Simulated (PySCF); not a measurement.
Compound: C₈H₆Cl (doublet state).
Geometry (GFN2-xTB, Å), atoms numbered from 1 in this order:
```xyz
15
C8H6Cl angstrom
C      2.933    0.953   -0.064
C      2.163   -0.090   -0.082
C      0.687   -0.134   -0.033
C      0.036   -1.365   -0.059
C     -1.344   -1.429   -0.012
C     -2.101   -0.272    0.060
C     -1.450    0.952    0.087
Cl    -2.380    2.409    0.181
C     -0.071    1.033    0.042
H      2.897    2.015   -0.018
H      2.613   -1.078   -0.138
H      0.613   -2.277   -0.117
H     -1.840   -2.388   -0.029
H     -3.177   -0.314    0.096
H      0.415    1.995    0.065
```

The hyperfine couplings belong to this conformer and change with its torsions.

Identity: `[H]/[C]=C\c1cccc(Cl)c1` [radical].

Method: UKS B3LYP, pcH-1 on C Cl H, non-relativistic, mean-field spin-orbit, GIAO (PySCF 2.14.0). One conformer (not necessarily the lowest) at the GFN2-xTB geometry, without solvent, vibrations or thermal averaging. Couplings are sensitive to structure, and on GFN2-xTB geometries they can be far from those on DFT ones. No stability test was run, so a lower SCF solution isn't excluded.

Principal values of hyperfine tensors in MHz (contact, dipolar and spin–orbit terms together), for some of the nuclei:

```tsv
atom	isotope	A1	A2	A3
C1	13C	238.72	264.77	465.87
H11	1H	118.63	119.63	137.74
C3	13C	75.57	80.11	95.93
H10	1H	-7.31	18.98	66.60
C2	13C	-31.66	-9.30	3.94
C5	13C	3.18	4.18	5.34
C4	13C	-6.62	-1.40	1.29
C7	13C	1.00	1.57	3.06
```

Problem. Give the isotropic coupling of each nucleus in MHz and in mT (g = 2.0023), and the anisotropic part.

Solution. a_iso = (A1 + A2 + A3)/3, Ti = Ai − a_iso; 1 mT corresponds to 28.025 MHz. The tensors hold a spin–orbit part: the run splits a_iso into a_FC + a_SO, and T includes its anisotropic share.

| atom | a_iso (MHz) | a_FC | a_SO | a_iso (mT) | T1 | T2 | T3 |
| --- | --- | --- | --- | --- | --- | --- | --- |
| C1 | 323.12 | 323.25 | -0.12 | 11.530 | -84.40 | -58.35 | 142.75 |
| H11 | 125.33 | 125.34 | 0.00 | 4.472 | -6.70 | -5.70 | 12.40 |
| C3 | 83.87 | 83.89 | -0.02 | 2.993 | -8.30 | -3.76 | 12.06 |
| H10 | 26.09 | 26.09 | 0.00 | 0.931 | -33.40 | -7.11 | 40.51 |
| C2 | -12.34 | -12.34 | 0.00 | -0.440 | -19.32 | 3.04 | 16.28 |
| C5 | 4.23 | 4.23 | 0.00 | 0.151 | -1.06 | -0.06 | 1.11 |
| C4 | -2.24 | -2.24 | 0.00 | -0.080 | -4.38 | 0.84 | 3.53 |
| C7 | 1.88 | 1.87 | 0.00 | 0.067 | -0.88 | -0.30 | 1.19 |

Problem. What spin density at the nucleus of C2 lies behind its contact coupling (g_N = 1.40482)?

Solution. a_FC = (2μ0/3) gₑ μB g_N μN ρ(0)/(2S·h) = 800.24 MHz × g_N × ρ(0)/(2S), with ρ in bohr⁻³. With a_FC = -12.34 MHz and 2S = 1, ρ(0) = -0.01098 bohr⁻³.

Problem. C9 (13C, g_N = 1.40482) isn't in the table. Its spin density at the nucleus is -0.003106 bohr⁻³. What is its contact coupling?

Solution. By the same relation, a_FC = -3.49 MHz. Its full tensor has the principal values -7.91, -1.43, -1.13 MHz.

Problem. Name the largest traceless tensor T of the table and describe it.

Solution. C1: -84.4, -58.4, 142.8 MHz (the dipolar term alone has -84.3, -58.4, 142.7), rhombic: the two smaller values differ by 18 % of the largest.

Problem. What first-order splitting does C1 cause when the field lies along A1, A2 or A3 of its tensor (g taken as isotropic, no quadrupole term)?

Solution. 2 lines (I = 1/2), spaced by |A_i|/(g × 13.996): 8.52, 9.45, 16.62 mT along the axes of A1, A2 and A3.
